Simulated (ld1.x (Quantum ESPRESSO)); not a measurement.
## Transferability test, TM potential for Kr (Z = 36)

ld1.x (Quantum ESPRESSO) 7.5 input, shortened:

```
&input
   title='Kr', zed=36., rel=1, dft='PBE', iswitch=3,
   config='[Ar] 3d10 4s2 4p4'
 /
 &inputp
   pseudotype=2, tm=.true., lloc=-2, rcloc=0.90,
   nlcc=.false.
 /
3
4S  1  0   2.00   0.00  1.20  1.20  0.0
4P  2  1   4.00   0.00  1.05  1.05  0.0
3D  3  2  10.00   0.00  1.05  1.05  0.0
 &test
   configts(1)='3d10 4s2 4p4'
 /
```

Energies are relative to the spin-unpolarised reference configuration 3d10 4s2 4p4; without spin polarisation the order of configurations can differ from experiment. Not all tests gave a result: 1 of 7 tests not solved or not reliable. Left out of the table: 3d9 4s2 4p6 (solver errors, printed error -3459 eV).

```csv
valence configuration,charge,ΔE all-electron (eV),error AE − PS (meV)
3d10 4s2 4p6,0,-39.464,+73
3d10 4s2 4p3,+3,37.074,+42
3d10 4s2 4p2,+4,86.884,+256
3d10 4s2 4p5.5,+0.5,-33.608,+50
```

(1) What are ΔE and the potential's error for 3d10 4s2 4p5?

(2) What are ΔE and the potential's error for 3d10 4s1 4p6?

Levels in the configuration 3d10 4s2 4p5:

```json
{"level": "3d", "all-electron (eV)": "-93.300", "pseudo (eV)": "-93.672"}
{"level": "4s", "all-electron (eV)": "-33.981", "pseudo (eV)": "-34.045"}
{"level": "4p", "all-electron (eV)": "-19.548", "pseudo (eV)": "-19.587"}
```

Note: ghost state, extra bound levels that the all-electron valence spectrum of the same l lacks: s at -40.0 eV. A true bound ghost makes a file unfit for plane-wave use.

Results:

(1) ΔE = -25.175 eV all-electron; the error (AE − PS) is +28 meV.

(2) ΔE = -10.667 eV all-electron; the error (AE − PS) is +6.7 meV.

ld1.x printed “convergence not achieved” for 4 of the counted tests; their residual had stalled under 1e-8, short of the target of 1e-14.
